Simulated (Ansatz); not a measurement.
Cartesian coordinates in Å:
```
F 1.8170 0.9128 1.2604
C 0.8243 0.4201 0.5666
C 0.0957 -0.6978 0.7270
Si -0.7383 -0.0797 -0.7702
O 0.4564 1.1533 -0.5018
H 0.1686 -1.4576 1.4833
H -0.5217 -0.7401 -2.0766
H -2.1020 0.4889 -0.6887
```

The species carries charge 0 and has multiplicity 1.

**Question.** List the PBE/def2-TZVPP orbital energies in eV (the Gaussian-basis code of Ansatz). (Estimate.)

**Answer.** Computed: Occupied: -1780.70, -661.26, -511.13, -273.08, -268.79, -138.35, -95.17, -95.05, -95.04, -31.88, -26.92, -18.98, -15.81, -13.41, -12.78, -12.42, -12.21, -10.04, -9.92, -9.11, -8.35, -8.20, -5.93. Lowest empty: -1.32, -0.68, 0.16, 0.69, 1.75, 1.93, 2.61, 3.50.
